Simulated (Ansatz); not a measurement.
Geometry optimisation, Ansatz, RKS B3LYP-D4/def2-SVP.

input.yaml

```yaml
crystal:
  periodic: [false, false, false]
  atoms:
    - { symbol: Si, position_ang: [-0.551546, 0.059049, 1.069692] }
    - { symbol: "N", position_ang: [0.234473, -0.496314, -0.438583] }
    - { symbol: C, position_ang: [0.056248, 0.22644, -1.692602] }
    - { symbol: H, position_ang: [-0.177395, 1.473516, 1.254797] }
    - { symbol: H, position_ang: [-0.051639, -0.870361, 2.118112] }
    - { symbol: O, position_ang: [-2.220543, 0.094627, 1.016057] }
    - { symbol: H, position_ang: [2.221085, -0.003244, 0.635307] }
    - { symbol: Cl, position_ang: [2.801502, 0.440846, 1.730792] }
    - { symbol: H, position_ang: [0.314951, -1.503176, -0.556389] }
    - { symbol: H, position_ang: [0.110057, 1.309035, -1.490324] }
    - { symbol: H, position_ang: [-0.914317, 0.032124, -2.189061] }
    - { symbol: H, position_ang: [0.859092, -0.012688, -2.410528] }
    - { symbol: H, position_ang: [-2.681967, -0.749954, 0.95273] }
basis:
  gaussian: { orbitals: def2-SVP }
hamiltonian:
  xc: b3lyp
  dispersion: d4
relax:
  f_tol: 0.03
  max_steps: 50
```

Launched with:

```bash
$ ansatz run input.yaml --threads 2 --pin off --max-ram 3072MiB --backend cpu --events-out ev --progress --plain --runs-dir out
```

Q: Where does it end, and by what steps?

A: It converged. After 11 steps the energy has fallen by 0.193 eV; Cl8 moved furthest, 1.17 Å.

```
step  energy less start (eV)  largest force component (eV/Å)  accepted
   0                  0.0000                           0.905       yes
   1                 -0.0496                           0.829       yes
   2                 -0.1262                           0.279       yes
   3                 -0.1583                           0.144       yes
   4                 -0.1730                           0.160       yes
   5                 -0.1821                           0.119       yes
   6                 -0.1871                           0.212       yes
   7                 -0.1890                           0.260       yes
   8                 -0.1413                           0.624        no
   9                 -0.1922                           0.060       yes
  10                 -0.1927                           0.071       yes
  11                 -0.1930                           0.026       yes
```

```xyz
13
Properties=species:S:1:pos:R:3
Si -0.727 0.058 1.147
N 0.270 -0.457 -0.206
C 0.251 0.256 -1.487
H -0.404 1.480 1.389
H -0.353 -0.862 2.257
O -2.371 0.032 0.873
H 1.890 -0.033 0.330
Cl 3.120 0.417 0.606
H 0.370 -1.465 -0.324
H 0.263 1.341 -1.297
H -0.640 0.031 -2.100
H 1.154 0.020 -2.073
H -2.822 -0.820 0.884
```

Time of the run: 25 s on 2 threads of AMD EPYC 9R45 96-Core Processor (Zen 5), with other jobs on the host, peak memory 0.29 GiB.
